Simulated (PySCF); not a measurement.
Computed with ωB97X-D3(BJ)/def2-TZVP // PBE0-D3(BJ)/def2-SVP in PySCF. All species are isolated molecules in the gas phase. One relaxed conformer stands for a flexible species; it need not be the lowest. Excitations are Tamm–Dancoff values on a coarser integration grid. The basis has no diffuse functions, so Rydberg states are missing or too high.

Reference species (SMILES): `C=C(F)c1ccc([SiH3])cc1` (F–C–C–C torsion 5°) (neutral, multiplicity 1).

The S1 excitation (TDA) is 5.17 eV and the T1 excitation (TDA) is 3.33 eV. The S1–T1 gap (TDA) is 1.84 eV.

After one change: the S1 excitation (TDA) drops by 0.14 eV; the T1 excitation (TDA) falls by 0.03 eV; the S1–T1 gap (TDA) decreases by 0.11 eV.

### Question
Name the change that produced these shifts. The new species is one of these.
A. `C=Cc1cc([SiH3])ccc1F` (C–C–C–C torsion 3°)
B. `C=Cc1c(F)cccc1[SiH3]` (C–C–C–C torsion 145°)
C. `C=C([SiH3])c1ccc(F)cc1` (Si–C–C–C torsion 33°)
D. `C=C([SiH3])c1cccc(F)c1` (Si–C–C–C torsion 144°)

### Answer
A, `C=Cc1cc([SiH3])ccc1F` (C–C–C–C torsion 3°)
